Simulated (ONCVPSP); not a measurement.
PBEsol ONCV dataset for tungsten, scalar-relativistic all-electron reference.

tungsten, optimised norm-conserving Vanderbilt (ONCV), made with ONCVPSP 4.0.1 (PBEsol, scalar-relativistic). Core [Kr] 4d10 4f14 5s2, reference 5p6 5d4 6s2. Waves: 6s: rc 2.60 bohr, ncon 3, nbas 6, qcut 2.4 1/bohr, 2 projectors, debl 3.1 Ha; 5p: rc 1.15 bohr, ncon 3, nbas 7, qcut 6 1/bohr, 3 projectors, debl 2.9 Ha; 5d: rc 1.85 bohr, ncon 4, nbas 8, qcut 5.1 1/bohr, 2 projectors, debl 3.8 Ha. Local part: polynomial inside 1.05 bohr (lpopt 4, dvloc0 0 Ha). Core correction: Teter function fitted to the true core (icmod 2), fcfact 0.5.

Poles of the logarithmic derivatives, all-electron (AE) and pseudo (PS). s: poles at -2.9, 1.1 (AE) and -2.8, 1.0, 3.7 (PS) Ha. p: poles at 4.3 (AE) and 4.3 (PS) Ha. d: poles at 1.1 (AE) and 1.1 (PS) Ha. Test radii: s 2.63, p 1.17, d 1.87 bohr.

- Cutoffs needed: 111 Ha and 175 Ha (the cutoffs (Ha) at which the residual kinetic energy of the hardest occupied pseudo-wave falls to 1 and 0.1 mHa per electron)
- Ghost test: ghosts flagged at negative energy: s at -75.5 eV; GHOST(+) flagged for s at 105.1 eV, p at 440.2 eV; a true bound ghost makes a file unfit for plane-wave use
- Largest excitation error: -35 meV (all-electron minus pseudo) for 5p6 5d4 6s0, out of 4 test configurations
- rms error of d²Exc/dni dnj: 5.15 mHa without and 0.63 mHa with the model core
